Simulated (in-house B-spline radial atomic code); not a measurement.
Computed with a B-spline radial atomic code. Model: two electrons, singlet ground state, non-relativistic, full CI in B-splines with partial waves to l = 8 (at full coupling up to 3e-4 hartree above the limit, correlation up to 0.6 % small), density held at that of full coupling by Lieb maximisation.

Along the adiabatic connection the electron repulsion is scaled by a coupling λ while a local potential keeps the density fixed. At λ = 0 the system is the Kohn-Sham one and W equals the exchange energy; the exchange-correlation energy is the area under W between 0 and 1. The kinetic energy rises with λ as the electrons avoid each other, with dT/dλ = −λ dW/dλ.

Command:
```bash
python run_ac.py task.json out
```
Settings (lengths in bohr, energies in hartree):
```
potential              yukawa
strength               3.89
lmax                   8
second                 0.653
```

Run time, properties included: 23 s on 1 thread of Intel(R) Xeon(R) Processor @ 2.30GHz, on a shared host.

**W = mean repulsion less Hartree energy, and W of three functionals.**

Given: confinement screened point charge; nuclear charge 3.89; screening of the nucleus 0.653 1/bohr; external potential -Z exp(-k r)/r.

Computed: LDA exchange minus exact 299.39 millihartree; PBE exchange minus exact 32.205 millihartree.

```csv
coupling,W xc (hartree),W xc minus exchange (millihartree),kinetic minus Kohn-Sham (millihartree),LDA (PW92) W minus its exchange (millihartree),PBE W minus its exchange (millihartree),SCAN W minus its exchange (millihartree)
0,-2.1443,0,0,0,0,0
0.02,-2.1462,-1.893,0,-13.65,-1.82,-1.84
0.05,-2.149,-4.717,0.1,-28.59,-4.57,-4.55
0.12,-2.1555,-11.236,0.7,-56.26,-11.04,-10.74
0.25,-2.1673,-23.089,2.9,-96.55,-23.04,-21.86
0.4,-2.1806,-36.371,7.2,-134.31,-36.74,-34.18
0.6,-2.1977,-53.453,15.7,-176.53,-54.57,-49.86
0.8,?,?,?,?,?,?
1,-2.2299,-85.619,41.3,-244.93,-88.52,-79.09
1.4,?,?,?,?,?,?
2,-2.3002,-155.98,145.8,-368.8,-163.57,-142.47
3,-2.359,-214.7,291.7,-458.46,-226.7,-195.45
4.5,-2.4306,-286.39,558.5,-559.48,-304.66,-261.02
7,-2.5198,-375.54,1064.6,-679.16,-404.15,-344.93
10,-2.5951,-450.88,1698.3,-779.58,-492,-418.67
```

(1) What belongs in the row 0.8?

(2) What belongs in the row 1.4?

(3) What is the SCAN exchange minus exact?

**Energy parts, natural occupations and partial-wave weights.**

Computed: total energy -8.4137 hartree; exchange energy -2.1443 hartree; correlation energy -0.044271 hartree; kinetic part of the DFT correlation energy 0.041348 hartree; kinetic part over minus potential part 0.48293; Hartree energy 4.2885 hartree; Kohn-Sham kinetic 12.234 hartree.

```
natural  occupation of the shell (electrons)
      s                               1.9959
      p                            0.0021089
      s                             0.001699
      d                                    ?
      p                           7.9725e-05
      s                           3.6882e-05
```

(4) What belongs in the row d?

| wave | weight |
| --- | --- |
| s | 0.99883 |
| p | 0.0010984 |
| d | 5.9991e-05 |
| f | ? |
| g | 2.0418e-06 |

(5) What belongs in the row f?

(6) What is the initial slope twice GL2?

(7) What is the Lieb Oxford ratio E_xc over LDA exchange?

## Answers

(1) W xc (hartree): -2.2141; W xc minus exchange (millihartree): -69.857; kinetic minus Kohn-Sham (millihartree): 27.2; LDA (PW92) W minus its exchange (millihartree): -212.81; PBE W minus its exchange (millihartree): -71.84; SCAN W minus its exchange (millihartree): -64.81.

(2) W xc (hartree): -2.2596; W xc minus exchange (millihartree): -115.36; kinetic minus Kohn-Sham (millihartree): 77; LDA (PW92) W minus its exchange (millihartree): -300.39; PBE W minus its exchange (millihartree): -120.16; SCAN W minus its exchange (millihartree): -105.93.

(3) -6.4678 millihartree.

(4) occupation of the shell (electrons): 0.00010649.

(5) weight: 8.6762e-06.

(6) -0.094868 hartree.

(7) 1.1863.

Half-way to full coupling W has made 52 % of its drop, against 50 % for a straight line, and second-order (GL2) theory, half the initial slope, overshoots the correlation energy by about 7 %: correlation is weak here. Over couplings 0 to 1 the errors in E_xc come to about +197 millihartree for LDA, +31 millihartree for PBE, -3.5 millihartree for SCAN, so SCAN is nearest. In LDA and PBE and SCAN the errors of exchange and correlation have opposite signs, so the sum is smaller than the larger of the two.
